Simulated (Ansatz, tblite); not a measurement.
Forces on the cluster Al4Ga3⁺ at its PBE-D4/def2-SVP geometry. Charge 1, multiplicity 1.

The xTB rows come from tblite. The restricted singlet is unstable towards broken spin symmetry in Hartree–Fock (as tested in another run); at PBE-D4/def2-TZVP this wasn't settled. The structure comes from a short search, and lower isomers may exist.

GFN1-xTB (tblite), largest force 1.76 eV/Å:

```xyz
7
positions Å, forces eV/Å
Al   -0.469    1.571   -1.179   -0.398    0.120    0.182
Al   -1.432   -1.005   -1.062   -0.488    0.427   -0.054
Al    0.876    1.612    1.049    0.092    1.156    0.502
Al   -1.539    0.647    1.136   -0.185    0.305   -0.281
Ga    1.936   -0.701    0.614    0.472   -0.137    0.164
Ga   -0.372   -1.655    1.209   -0.314   -1.428    0.974
Ga    1.000   -0.469   -1.766    0.821   -0.444   -1.487
```

GFN2-xTB (tblite), largest force 1.69 eV/Å:

```
Al -0.518 -0.091 0.234
Al -0.274 0.412 0.037
Al 0.050 0.174 0.093
Al -0.174 0.205 -0.506
Ga 1.537 -0.034 0.696
Ga -0.655 -0.629 0.467
Ga 0.033 -0.037 -1.021
```

PBE-D4/def2-TZVP (Ansatz), largest force 0.07 eV/Å:

```
Al 0.002 -0.003 0.000
Al 0.033 0.021 0.023
Al -0.021 -0.054 -0.032
Al 0.003 -0.003 0.001
Ga -0.019 0.005 -0.007
Ga 0.015 0.029 -0.022
Ga -0.012 0.005 0.037
```
